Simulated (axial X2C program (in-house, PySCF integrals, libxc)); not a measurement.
PbC⁺: properties at the nuclei

Computed with an axial X2C code built on PySCF integrals: two-component X2C with atomic mean-field Coulomb and Gaunt terms, Gaussian nuclei, basis Pb dyall-cv3z, C dyall-v3z with contracted cores.

R = 2.192 Å (near the PBE0 minimum at charge 1 of the determinant lowest at the starting distance; the state shown can have its own minimum elsewhere).

Determinant lowest in the PBE0 search, Ω = 3/2 (⟨Sz⟩ = 1.42, ⟨Lz⟩ = 0.08 at PBE0), spin on the atoms Pb 0.30, C 1.11:

```
 level  Eeff magnitude (GV/cm)  Ws magnitude Pb (kHz)  A∥/gI Pb (MHz)  qzz Pb (a.u.)  A∥/gI C (MHz)  qzz C (a.u.)
  PBE0                    51.7                   43.2            -436         -10.63           78.4          0.05
    HF                      49                   40.6            -528         -16.01            141          0.16
 TPSSh                    48.2                   40.2            -331         -10.29           91.3          0.06
r2SCAN                    45.6                   38.3            -645         -10.81           89.2          0.05
  BP86                    50.2                     42            -281          -8.90           74.7          0.02
```

Eeff is the effective electric field on the electron electric dipole moment in this Ω state and Ws the scalar–pseudoscalar constant of the nucleus named (defined with the proton number Z and per Ω); A∥ (defined per Ω) follows by multiplying with gI = μI/(I μN); qzz is the electric field gradient, eQq0 = 234.96 MHz × Q/barn × qzz. The operators were transformed with the bare-nucleus X2C matrices; with these basis sets, hyperfine constants and field gradients can be off by tens of per cent, and where levels differ in sign neither size nor sign is settled.

With gI(13C) = 1.4048 (g factors from the IAEA table of nuclear moments by Stone), turn the PBE0 values of the first state into constants in MHz.

A∥(13C) = 78.4 × 1.4048 = 110 MHz.

Each state is one determinant with collinear spin, which with several unpaired electrons need not be a pure state. Unrestricted Hartree–Fock can overshoot spin polarisation at the nuclei. This is the top spin component of a Σ state; components of lower Ω are not single determinants and can lie lower. With several open shells hyperfine constants can be off by a factor of several. The search compared states at one distance, so a state with another bond length can lie lower. Further determinants of the search, some of them spin-mixed, are not shown. Where a field gradient or hyperfine factor spreads by more than a factor of two over the levels, a constant derived from it is not to be relied on.
